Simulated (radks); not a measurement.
Values are calculated unless marked as measured or tabulated.
The mercury ion Hg79+, 1s1. Level of theory: non-relativistic Kohn-Sham, exchange-only LDA, spin-polarised, spherical densities, point nucleus (a radial shooting solver on a logarithmic mesh with Libxc functionals). Every spin shell is full or empty, so the densities are truly spherical. Functionals are evaluated on that one density, not self-consistently. Rank these orbital-free kinetic functionals by their error against the exact value of the orbitals, and give that value: Thomas-Fermi, von Weizsacker, TF + vW, TF + vW/9, LC94, revAPBEK, Perdew 92, Thakkar, LKT.

Answer. Exact: 3196.44 hartree. From best to worst, with 100 (|E| - |E exact|)/|E exact| (equal figures are ties): von Weizsacker 0.00, LC94 +2.37, Thakkar +2.56, TF + vW/9 +2.89, Perdew 92 +2.92, revAPBEK +3.11, Thomas-Fermi -8.22, LKT +62.80, TF + vW +91.78.
